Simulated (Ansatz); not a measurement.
`F[Si](F)(I)I` + CH₄ → `C[Si](F)(F)I` + HI at 298.15 K and 1 bar (formal exchange of groups at the Si–I bond).

Computed with Ansatz on PBE0-D4/def2-TZVP structures; ΔE is electronic, products minus reactants. CCSD(T)/CBS adds triple-zeta CCSD(T) − MP2 to the extrapolated MP2 energy (def2 sets, frozen cores). This one scheme is used for every species. def2 core potentials past Kr. For I outer-core shells are correlated without core-valence functions, which leaves a few kJ/mol of doubt a bond.

```
       species  CCSD(T)/CBS energy (Eh)  H − E (kJ/mol)  S (J/(mol·K))
`F[Si](F)(I)I`              -1083.76165            41.1          365.1
           CH₄                -40.46206           127.4          186.2
`C[Si](F)(F)I`               -826.16288           136.3          357.0
            HI               -298.03592            22.7          206.5
```

H − E and S are ideal-gas, rigid-rotor, harmonic terms from PBE0-D4/def2-TZVP. 1 Eh = 2625.50 kJ/mol, R = 8.31446 J/(mol·K).

Question: By hand: ΔE, ΔH, ΔS and ΔG.

Answer: ΔE = (-826.16288) + (-298.03592) − (-1083.76165) − (-40.46206) = 0.02491 Eh = 65.4 kJ/mol. Δ(H − E) = 136.3 + 22.7 − 41.1 − 127.4 = -9.5, so ΔH = 55.9 kJ/mol. ΔS = 357.0 + 206.5 − 365.1 − 186.2 = 12.2 J/(mol·K). ΔG = 55.9 − 298.15 × (12.2)/1000 = 52.3 kJ/mol.

Question: By hand: the equilibrium constant, and the temperature at which ΔG would vanish if ΔH and ΔS stayed fixed.

Answer: log₁₀ K = −ΔG/(RT ln 10) = -9.2. ΔG = 0 at ΔH/ΔS = 4582 K, far beyond where these terms or the molecules hold.

The number of gas molecules stays the same, so ΔS is small and ΔH decides. A doubt of 5 kJ/mol in ΔE shifts log₁₀ K by 0.9 here. These are equilibria of isolated gas molecules and say nothing of rates. Largest T1 diagnostic: 0.010 (customary marks: 0.02 for closed shells, 0.045 for open ones).
